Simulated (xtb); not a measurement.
C$_{4}$H$_{9}$O, doublet, at a GFN2-xTB geometry; GFN0-xTB (xtb).

The xtb input:
```
$ xtb mol.xyz --gfn 0 --uhf 1 --etemp 3000 --json

# file mol.xyz
14

C      2.39287864    -0.22825278    -0.04182520
C      0.94472545    -0.38108691    -0.48518080
C      0.02179908     0.62178197     0.24243653
C     -1.39310057     0.50801669    -0.17086519
O     -2.15903748    -0.41259035     0.50925971
H      3.02825774    -0.94199644    -0.56186957
H      2.75476879     0.77485085    -0.25788138
H      2.48460822    -0.40246123     1.02792542
H      0.59718513    -1.39334774    -0.27242075
H      0.86967313    -0.21746926    -1.56246987
H      0.08492459     0.43710470     1.31592344
H      0.38065397     1.63339610     0.03535177
H     -1.69534850     0.76633321    -1.17424414
H     -3.03023866    -0.47844112     0.10821545
```

Problem. What does xtb print? Leave out banner, timings and long lists.

Solution. 
```
   ID    Z sym.   atoms
    1    6 C      1-4
    2    8 O      5
    3    1 H      6-14

           -------------------------------------------------
          |                Calculation Setup                |
           -------------------------------------------------

           -------------------------------------------------
          |                 G F N 0 - x T B                 |
           -------------------------------------------------

          ...................................................
          :                      SETUP                      :
          :.................................................:
          :  # basis functions                  38          :
          :  # atomic orbitals                  38          :
          :  # shells                           28          :
          :  # electrons                        31          :
          :  electronic temp.         3000.0000000     K    :
          :  accuracy                    1.0000000          :
          :  -> integral cutoff          0.2500000E+02      :
          :  -> integral neglect         0.1000000E-07      :
          ...................................................

         :::::::::::::::::::::::::::::::::::::::::::::::::::::
         ::                     SUMMARY                     ::
         :::::::::::::::::::::::::::::::::::::::::::::::::::::
         :: total energy             -16.662903524735 Eh    ::
         :: gradient norm              0.031432422553 Eh/a0 ::
         :: HOMO-LUMO gap              4.220678309924 eV    ::
         ::.................................................::
         :: H0 energy                -16.829329278916 Eh    ::
         :: repulsion energy           0.221927488251 Eh    ::
         :: electrostat energy        -0.039434173541 Eh    ::
         :: -> Gsolv                   0.000000000000 Eh    ::
         ::    -> Gsasa                0.000000000000 Eh    ::
         ::    -> Gshift               0.000000000000 Eh    ::
         :: dispersion energy         -0.003235234272 Eh    ::
         :: short-range corr.         -0.012832326256 Eh    ::
         :: add. restraining           0.000000000000 Eh    ::
         :: total charge              -0.000000000000 e     ::
         :::::::::::::::::::::::::::::::::::::::::::::::::::::

           -------------------------------------------------
          |                Property Printout                |
           -------------------------------------------------

    * Orbital Energies and Occupations

         #    Occupation            Energy/Eh            Energy/eV
      -------------------------------------------------------------
         1        2.0000           -0.6944900             -18.8980
       ...           ...                  ...                  ...
         4        2.0000           -0.6041582             -16.4400
         5        2.0000           -0.5964333             -16.2298
         6        2.0000           -0.5735356             -15.6067
         7        2.0000           -0.5537106             -15.0672
         8        2.0000           -0.5386464             -14.6573
         9        2.0000           -0.5217585             -14.1978
        10        2.0000           -0.5163196             -14.0498
        11        2.0000           -0.4964432             -13.5089
        12        2.0000           -0.4908890             -13.3578
        13        2.0000           -0.4867450             -13.2450
        14        1.9998           -0.4674039             -12.7187
        15        1.9992           -0.4534185             -12.3381
        16        1.0008           -0.3214586              -8.7473 (HOMO)
        17        0.0002           -0.1663516              -4.5267 (LUMO)
        18        0.0001           -0.1552862              -4.2256
        19        0.0000           -0.1414616              -3.8494
        20        0.0000           -0.1259643              -3.4277
        21        0.0000           -0.1136124              -3.0916
        22        0.0000           -0.0988917              -2.6910
        23                         -0.0846431              -2.3033
        24                         -0.0694305              -1.8893
        25                         -0.0663390              -1.8052
        26                          0.0116668               0.3175
        27                          0.0333581               0.9077
       ...                                ...                  ...
        38                          0.4222941              11.4912
      -------------------------------------------------------------
                  HL-Gap            0.1551071 Eh            4.2207 eV
             Fermi-level            0.0000000 Eh            0.0000 eV

     #   Z          covCN         q      C6AA      α(0)
     1   6 C        3.752    -0.380    32.153     8.183
     2   6 C        3.800    -0.112    25.334     7.254
     3   6 C        3.802    -0.118    25.466     7.272
     4   6 C        2.759     0.045    28.485     8.712
     5   8 O        1.658    -0.527    23.308     6.531
     6   1 H        0.925     0.123     1.591     1.973
     7   1 H        0.925     0.125     1.576     1.963
     8   1 H        0.925     0.128     1.550     1.947
     9   1 H        0.924     0.107     1.723     2.053
    10   1 H        0.924     0.082     1.957     2.188
    11   1 H        0.924     0.114     1.663     2.017
    12   1 H        0.924     0.070     2.089     2.260
    13   1 H        0.926     0.062     2.176     2.307
    14   1 H        0.805     0.283     0.776     1.383

 Mol. C6AA /au·bohr⁶  :       1398.775832
 Mol. C8AA /au·bohr⁸  :      30610.870129
 Mol. α(0) /au        :         56.042902

Wiberg/Mayer (AO) data.
largest (>0.10) Wiberg bond orders for each atom

 ---------------------------------------------------------------------------
     #   Z sym  total        # sym  WBO       # sym  WBO       # sym  WBO
 ---------------------------------------------------------------------------
     1   6 C    3.979 --     2 C    1.025     8 H    0.982     6 H    0.982
                             7 H    0.982
     2   6 C    3.986 --     1 C    1.025     9 H    0.978    10 H    0.978
                             3 C    0.967
     3   6 C    3.988 --     4 C    1.058    11 H    0.970     2 C    0.967
                            12 H    0.967
     4   6 C    3.438 --     5 O    1.340     3 C    1.058    13 H    0.978
     5   8 O    2.386 --     4 C    1.340    14 H    0.982
     6   1 H    0.982 --     1 C    0.982
     7   1 H    0.981 --     1 C    0.982
     8   1 H    0.981 --     1 C    0.982
     9   1 H    0.986 --     2 C    0.978
    10   1 H    0.986 --     2 C    0.978
    11   1 H    0.987 --     3 C    0.970
    12   1 H    0.987 --     3 C    0.967
    13   1 H    0.990 --     4 C    0.978
    14   1 H    0.988 --     5 O    0.982
 ---------------------------------------------------------------------------

Topologies differ in total number of bonds
Writing topology from bond orders to xtbtopo.mol

 dipole moment from electron density (au)
     X       Y       Z
  -0.5262  -0.2760  -0.1878  total (Debye):    1.584

           -------------------------------------------------
          | TOTAL ENERGY              -16.662903524735 Eh   |
          | GRADIENT NORM               0.031432422553 Eh/α |
          | HOMO-LUMO GAP               4.220678309924 eV   |
           -------------------------------------------------

normal termination of xtb
```
